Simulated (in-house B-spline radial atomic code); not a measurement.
Values are calculated unless marked as measured or tabulated.
Building a PAW p channel for S, r_c = 1.68 bohr

S, [Ne] 3s2 3p4, non-relativistic PBE, spherical and spin-unpolarised, from a B-spline radial code for spherical atoms (atomic units; all potentials screened as in the neutral atom).

Two all-electron partial waves φ1, φ2 are integrated outwards at E1 = ε(3p) = -0.258025 and E2 = E1 + 2 hartree; φ1 is the bound orbital and φ2 has unit norm inside r_c = 1.6835 bohr. Smooth partners are polynomials, r^2(a0 + a1 r² + a2 r⁴ + a3 r⁶), matched to φ and three derivatives at r_c, with no condition on the norm. The local potential is -6.38685 + (4.78766) r² + (-1.60737) r⁴ + (0.206302) r⁶ inside 1.3783 bohr and the all-electron one outside.

```tsv
wave	φ(r_c)	φ'(r_c)	a0	a1	a2	a3
1	0.7284787	-0.05889837	0.8195341	-0.3338243	0.05966511	-0.004201402
2	0.01147952	-2.934759	2.647707	-1.797104	0.3898097	-0.02993778
```

Inside r_c the overlaps are <φi φj> = [[0.38145, 0.53431], [0.53431, 1.00000]] and, for the smooth waves, [[0.39019, 0.55351], [0.55351, 1.04196]]. With χj = (Ej − T − V_local) applied to smooth wave j, the program's quadrature gives the matrix B_ij = <smooth i, χj> as [[0.20240, 0.52005], [0.48164, 1.34965]].

(1) Check the match of the first wave, and find the augmentation charges q_ij.

(2) B isn't symmetric. Show that D_ij = B_ij + Ej q_ij is.

Solving (T + V_local + Σ p D p) ψ = E (1 + Σ p q p) ψ in a sphere of 9 bohr, whose wall lifts the free-atom level a little, gives these levels:

| all-electron | one projector | two projectors |
| --- | --- | --- |
| -0.257990 | -0.257990 | -0.257990 |
| 0.087255 | 0.087129 | 0.087251 |
| 0.388215 | 0.387350 | 0.388198 |
| 0.839081 | 0.835427 | 0.839050 |
| 1.431800 | 1.420380 | 1.431790 |

(3) What does the second projector gain?

Answers

(1) At r_c the four terms are 2.32270, -2.68145, 1.35831, -0.27108, which sum to 0.7285, φ1(r_c) to rounding. q_ij is the all-electron overlap less the smooth one: [[-0.00874, -0.01921], [-0.01921, -0.04196]]. The smooth first wave has a norm of 0.3902 inside r_c against 0.3814, so q11 is negative and must stay small enough for the overlap operator to be positive.

(2) Integrating by parts gives B12 − B21 = (E1 − E2) q12: 0.52005 − (0.48164) = 0.03841, and −2 × (-0.01921) = 0.03841. So D12 = 0.52005 + (1.741975)(-0.01921) = 0.48660 and D21 = 0.48164 + (-0.258025)(-0.01921) = 0.48660; D11 = 0.20465, D22 = 1.27656. The projectors, p = (B⁻¹)ᵀ χ, are dual to the smooth waves; det B = 0.023.

(3) With one projector the errors are 0.00, -0.13, -0.86, -3.65, -11.42 millihartree. With two the errors are 0.00, 0.00, -0.02, -0.03, -0.01 millihartree. The scattering is exact at E1 and at E2 = 1.742, and over all levels compared the largest error is 0.031 millihartree. The lowest eigenvalue of the overlap operator is 0.9351 with one and 0.955 with two projectors. The smooth orbital alone needs a cutoff of 6.2 hartree for 1 millihartree of kinetic energy, against 8.65 for a norm-conserving Troullier-Martins orbital of the same radius; part of the gain comes from giving up the norm, part from the simpler form.
